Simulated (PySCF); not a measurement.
C₂H₈N₂Si, SMILES C=C[SiH](N)N. Geometry optimised at PBE-D3(BJ)/def2-SVP. One conformer was computed; it need not be the lowest.

Computed equilibrium geometry at PBE-D3(BJ)/def2-SVP (PySCF confirms it by a frequency run) as bond lengths and angles (one conformer of several):
Atoms: Si1 N2 N3 C4 C5 H6 H7 H8 H9 H10 H11 H12 H13. Bonds (Å): Si1–N2 1.742, Si1–N3 1.748, Si1–C4 1.885, Si1–H6 1.506, N2–H7 1.023, N2–H8 1.023, N3–H9 1.023, N3–H10 1.022, C4–C5 1.348, C4–H11 1.107, C5–H12 1.104, C5–H13 1.105. Bond angles (°): N2–Si1–N3 114.6, N2–Si1–C4 104.8, N2–Si1–H6 109.8, N3–Si1–C4 113.0, N3–Si1–H6 103.3, C4–Si1–H6 111.6, Si1–N2–H7 118.2, Si1–N2–H8 119.2, H7–N2–H8 110.4, Si1–N3–H9 120.9, Si1–N3–H10 119.4, H9–N3–H10 110.9, Si1–C4–C5 122.0, Si1–C4–H11 119.7, C5–C4–H11 118.3, C4–C5–H12 123.0, C4–C5–H13 120.6, H12–C5–H13 116.4.
Charge 0, spin multiplicity 1.
